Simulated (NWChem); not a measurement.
System: C₂HBCl₂; SMILES C#CB(Cl)Cl

Parts of the log:

```
             Northwest Computational Chemistry Package (NWChem) 7.3.0
             --------------------------------------------------------

                             Geometry "geometry" -> ""
                             -------------------------

 Output coordinates in angstroms (scale by  1.889725989 to convert to a.u.)

  No.       Tag          Charge          X              Y              Z
 ---- ---------------- ---------- -------------- -------------- --------------
    1 B                    5.0000     0.00054700    -0.00002000    -0.00131400
    2 C                    6.0000     0.03144700    -1.51458300     0.00131900
    3 C                    6.0000     0.05477500    -2.73167300     0.00430500
    4 H                    1.0000     0.07533600    -3.80755200     0.00741300
    5 Cl                  17.0000     1.49020700     0.91389500    -0.00259600
    6 Cl                  17.0000    -1.52680700     0.84982000    -0.00262400

 Effective nuclear repulsion energy (a.u.)     208.4482457698

  xc_inp: hfexch multiplicative factor not found.
                              NWChem Property Module
                              ----------------------

  itol2e modified to match energy
  convergence criterion.

                                 NWChem DFT Module
                                 -----------------

 Summary of "ao basis" -> "ao basis" (spherical)
 ------------------------------------------------------------------------------
       Tag                 Description            Shells   Functions and Types
 ---------------- ------------------------------  ------  ---------------------
 B                           sto-3g                  3        5   2s1p
 C                           sto-3g                  3        5   2s1p
 H                           sto-3g                  1        1   1s
 Cl                          sto-3g                  5        9   3s2p

  itol2e modified to match energy
  convergence criterion.

            General Information
            -------------------
          SCF calculation type: DFT
          Wavefunction type:  closed shell.
          No. of atoms     :     6
          No. of electrons :    52
           Alpha electrons :    26
            Beta electrons :    26
          Charge           :     0
          Spin multiplicity:     1
          Use of symmetry is: off; symmetry adaption is: off
          Maximum number of iterations: 150
          AO basis - number of functions:    34
                     number of shells:    20
          Convergence on energy requested:  1.00D-07
          Convergence on density requested:  1.00D-05
          Convergence on gradient requested:  5.00D-04

              XC Information
              --------------
                     Hartree-Fock (Exact) Exchange  1.000

      Superposition of Atomic Density Guess
      -------------------------------------

 Sum of atomic energies:       -1008.08395327

      Non-variational initial energy
      ------------------------------

 Total energy =   -1009.021901
 1-e energy   =   -1809.795239
 2-e energy   =     592.325092
 HOMO         =      -0.162688
 LUMO         =       0.181781

   convergence    iter        energy       DeltaE   RMS-Dens  Diis-err
 ---------------- ----- ----------------- --------- --------- ---------
 d= 0,ls=0.0,diis     1  -1008.8241839332 -1.22D+03  3.19D-02  4.44D-01
 d= 0,ls=0.0,diis     2  -1008.9170372068 -9.29D-02  8.07D-03  5.40D-02
 d= 0,ls=0.0,diis     3  -1008.9259539148 -8.92D-03  2.74D-03  8.91D-03
 d= 0,ls=0.0,diis     4  -1008.9271896684 -1.24D-03  1.10D-03  1.09D-03
 d= 0,ls=0.0,diis     5  -1008.9274053835 -2.16D-04  3.22D-04  2.74D-05
  Resetting Diis
 d= 0,ls=0.0,diis     6  -1008.9274246877 -1.93D-05  3.22D-04  7.78D-06
 d= 0,ls=0.0,diis     7  -1008.9274335179 -8.83D-06  3.85D-05  7.43D-07
 d= 0,ls=0.0,diis     8  -1008.9274339108 -3.93D-07  3.52D-05  2.95D-07
 d= 0,ls=0.0,diis     9  -1008.9274341384 -2.28D-07  3.15D-05  1.63D-07
 d= 0,ls=0.0,diis    10  -1008.9274342466 -1.08D-07  1.37D-05  2.05D-08
 d= 0,ls=0.0,diis    11  -1008.9274342627 -1.61D-08  4.09D-06  2.07D-09

         Total DFT energy =    -1008.927434262657
      One electron energy =    -1808.492374470033
           Coulomb energy =      660.910961746766
    Exchange-Corr. energy =      -69.794267309164
 Nuclear repulsion energy =      208.448245769774

 Numeric. integr. density =        0.000000000000

                       DFT Final Molecular Orbital Analysis
                       ------------------------------------

 Vector   24  Occ=2.000000D+00  E=-4.110907D-01
              MO Center= -2.2D-02,  8.1D-01, -2.5D-03, r^2= 3.4D+00
   Bfn.  Coefficient  Atom+Function         Bfn.  Coefficient  Atom+Function
  ----- ------------  ---------------      ----- ------------  ---------------
    23      0.575892  5 Cl px                32      0.557283  6 Cl px
    33      0.470474  6 Cl py                24     -0.443624  5 Cl py
    19     -0.156572  5 Cl px                28     -0.151618  6 Cl px
    29     -0.125317  6 Cl py                20      0.118022  5 Cl py
     8      0.084219  2 C  px                 3     -0.079331  1 B  px

 Vector   25  Occ=2.000000D+00  E=-3.738024D-01
              MO Center=  3.4D-02, -1.7D+00,  1.9D-03, r^2= 2.2D+00
   Bfn.  Coefficient  Atom+Function         Bfn.  Coefficient  Atom+Function
  ----- ------------  ---------------      ----- ------------  ---------------
    10      0.604467  2 C  pz                15      0.554214  3 C  pz
    25     -0.254317  5 Cl pz                34     -0.255055  6 Cl pz
     5      0.072277  1 B  pz                21      0.067890  5 Cl pz
    30      0.068089  6 Cl pz

 Vector   26  Occ=2.000000D+00  E=-3.692174D-01
              MO Center=  3.8D-02, -1.9D+00,  2.4D-03, r^2= 2.0D+00
   Bfn.  Coefficient  Atom+Function         Bfn.  Coefficient  Atom+Function
  ----- ------------  ---------------      ----- ------------  ---------------
    13      0.625291  3 C  px                 8      0.569923  2 C  px
    24      0.217442  5 Cl py                33     -0.216846  6 Cl py
    20     -0.058764  5 Cl py                29      0.058576  6 Cl py
    32      0.056667  6 Cl px                23      0.047665  5 Cl px
     3     -0.032642  1 B  px

 Vector   27  Occ=0.000000D+00  E= 1.471269D-01
              MO Center=  1.2D-02, -5.7D-01, -1.4D-04, r^2= 2.7D+00
   Bfn.  Coefficient  Atom+Function         Bfn.  Coefficient  Atom+Function
  ----- ------------  ---------------      ----- ------------  ---------------
     5      0.838440  1 B  pz                15     -0.505429  3 C  pz
    25     -0.316302  5 Cl pz                34     -0.316248  6 Cl pz
    10      0.154461  2 C  pz                21      0.078096  5 Cl pz
    30      0.078085  6 Cl pz

 Vector   28  Occ=0.000000D+00  E= 3.048394D-01
              MO Center=  3.2D-02, -1.6D+00,  1.8D-03, r^2= 2.4D+00
   Bfn.  Coefficient  Atom+Function         Bfn.  Coefficient  Atom+Function
  ----- ------------  ---------------      ----- ------------  ---------------
    13      0.745586  3 C  px                 8     -0.665623  2 C  px
     3     -0.493366  1 B  px                24     -0.245318  5 Cl py
    32     -0.244820  6 Cl px                33      0.235583  6 Cl py
    23     -0.234069  5 Cl px                22      0.193123  5 Cl s
    31     -0.193469  6 Cl s                 20      0.057224  5 Cl py

 Vector   29  Occ=0.000000D+00  E= 4.143143D-01
              MO Center= -8.0D-03,  4.3D-01, -4.2D-03, r^2= 2.0D+00
   Bfn.  Coefficient  Atom+Function         Bfn.  Coefficient  Atom+Function
  ----- ------------  ---------------      ----- ------------  ---------------
     2      1.249914  1 B  s                 32     -0.643494  6 Cl px
    23      0.632801  5 Cl px                 4      0.503073  1 B  py
    22     -0.428696  5 Cl s                 31     -0.428116  6 Cl s
     7     -0.342317  2 C  s                 24      0.279329  5 Cl py
     1     -0.253302  1 B  s                 33      0.251631  6 Cl py

     Multipole analysis of the density
     ---------------------------------

     L   x y z        total         alpha         beta         nuclear
     -   - - -        -----         -----         ----         -------
     0   0 0 0     -0.000000    -26.000000    -26.000000     52.000000

     1   1 0 0      0.021559      0.036099      0.036099     -0.050639
     1   0 1 0     -1.029503     -1.174235     -1.174235      1.318966
     1   0 0 1      0.002020      0.052177      0.052177     -0.102334

     2   2 0 0    -32.916685   -154.678481   -154.678481    276.440278
     2   1 1 0     -0.159463      0.591445      0.591445     -1.342354
     2   1 0 1      0.000094     -0.008096     -0.008096      0.016286
     2   0 2 0    -24.938061   -190.145933   -190.145933    355.353804
     2   0 1 1     -0.007578      0.333697      0.333697     -0.674972
     2   0 0 2    -28.197005    -14.099247    -14.099247      0.001489

          -----------------------------------------
          Chemical Shielding Tensors (GIAO, in ppm)
          -----------------------------------------

                                NWChem CPHF Module
                                ------------------

  scftype          =     RHF
  nclosed          =       26
  nopen            =        0
  variables        =      208
  # of vectors     =        3
  tolerance        = 0.10D-03
  level shift      = 0.00D+00
  max iterations   =       50
  max subspace     =       30

 SCF residual:    8.5972552007743880E-006

Iterative solution of linear equations
  No. of variables      208
  No. of equations        3
  Maximum subspace       30
        Iterations       50
       Convergence  1.0D-04

   iter   nsub   residual    time
   ----  ------  --------  ---------
     1      3    1.40D+00       2.8
     2      6    1.87D-01       3.0
     3      9    1.02D-01       3.1
     4     12    4.03D-02       3.3
     5     15    4.81D-03       3.5
     6     18    3.25D-04       3.6
     7     21    5.42D-05       3.8

      Atom:    1  B
        Diamagnetic
    206.2273      0.0677      0.0009
      0.0677    203.5257     -0.0318
      0.0009     -0.0318    184.3768

        Paramagnetic
   -140.2882     -0.0201     -0.0035
     -0.0201   -139.5433      0.1290
     -0.0035      0.1290    -53.2183

        Total Shielding Tensor
     65.9391      0.0476     -0.0027
      0.0476     63.9824      0.0971
     -0.0027      0.0971    131.1585

           isotropic =      87.0267
          anisotropy =      66.1980

          Principal Components and Axis System
                 1           2           3
              131.1587     65.9402     63.9811

      1        -0.0000      0.9997     -0.0243
      2         0.0014      0.0243      0.9997
      3         1.0000      0.0000     -0.0014

      Atom:    2  C
        Diamagnetic
    253.8100     -0.6238      0.0014
     -0.6238    285.1667     -0.0708
      0.0014     -0.0708    250.8658

        Paramagnetic
   -141.2963     -3.6463      0.0108
     -3.6463     53.3960     -0.5706
      0.0108     -0.5706   -137.7587

        Total Shielding Tensor
    112.5136     -4.2702      0.0122
     -4.2702    338.5628     -0.6414
      0.0122     -0.6414    113.1071

           isotropic =     188.0612
          anisotropy =     225.8761

          Principal Components and Axis System
                 1           2           3
              338.6452    113.1053    112.4330

      1        -0.0189      0.0001      0.9998
      2         0.9998      0.0028      0.0189
      3        -0.0028      1.0000     -0.0001

      Atom:    3  C
        Diamagnetic
    255.3884     -0.4497      0.0010
     -0.4497    278.5719     -0.0526
      0.0010     -0.0526    256.6533

        Paramagnetic
   -154.6283     -0.8397     -0.0011
     -0.8397   -119.4679      0.0691
     -0.0011      0.0691   -142.0441

        Total Shielding Tensor
    100.7601     -1.2894     -0.0001
     -1.2894    159.1040      0.0165
     -0.0001      0.0165    114.6092

           isotropic =     124.8244
          anisotropy =      51.4621

          Principal Components and Axis System
                 1           2           3
              159.1325    114.6092    100.7316

      1        -0.0221      0.0000      0.9998
      2         0.9998     -0.0004      0.0221
      3         0.0004      1.0000     -0.0000

      Atom:    4  H
        Diamagnetic
     24.1635     -0.3222      0.0009
     -0.3222     40.8989     -0.0456
      0.0009     -0.0456     24.3537

        Paramagnetic
      1.0713      0.1716     -0.0006
      0.1716     -8.4676      0.0330
     -0.0006      0.0330      0.4736

        Total Shielding Tensor
     25.2348     -0.1506      0.0003
     -0.1506     32.4312     -0.0126
      0.0003     -0.0126     24.8273

           isotropic =      27.4978
          anisotropy =       7.4050

          Principal Components and Axis System
                 1           2           3
               32.4344     25.2316     24.8273

      1        -0.0209      0.9998     -0.0001
      2         0.9998      0.0209      0.0017
      3        -0.0017      0.0000      1.0000

      Atom:    5  Cl
        Diamagnetic
   1133.2263      4.4378     -0.0063
      4.4378   1127.7791     -0.0057
     -0.0063     -0.0057   1124.0402

        Paramagnetic
   -203.7124     52.6747     -0.1201
     52.6747   -245.4673      0.5415
     -0.1201      0.5415     93.8755

        Total Shielding Tensor
    929.5139     57.1125     -0.1264
     57.1125    882.3117      0.5357
     -0.1264      0.5357   1217.9157

           isotropic =    1009.9138
          anisotropy =     312.0042

          Principal Components and Axis System
                 1           2           3
             1217.9165    967.7095    844.1153

      1        -0.0001      0.8312     -0.5559
      2         0.0016      0.5559      0.8312
      3         1.0000     -0.0008     -0.0014
```

Level: Hartree-Fock/STO-3G, GIAO. STO-3G and 3-21G are far too small for this property and stand as cheap habits. All runs use the structure optimised with PBE0/def2-SVP. The printed shielding anisotropy is the first printed principal value minus the mean of the other two.

Problem. Which NWChem input produces such a log?

Solution. This is not unique; one that fits is the input that was run:
```
start job
memory heap 200 mb stack 900 mb global 1100 mb
geometry units angstroms noautosym nocenter noautoz
  B      0.000547    -0.000020    -0.001314
  C      0.031447    -1.514583     0.001319
  C      0.054775    -2.731673     0.004305
  H      0.075336    -3.807552     0.007413
  Cl     1.490207     0.913895    -0.002596
  Cl    -1.526807     0.849820    -0.002624
end
basis spherical
  B library sto-3g
  C library sto-3g
  H library sto-3g
  Cl library sto-3g
end
dft
  xc hfexch
  iterations 150
end
property
  shielding 5 1 2 3 4 5
end
task dft property
```
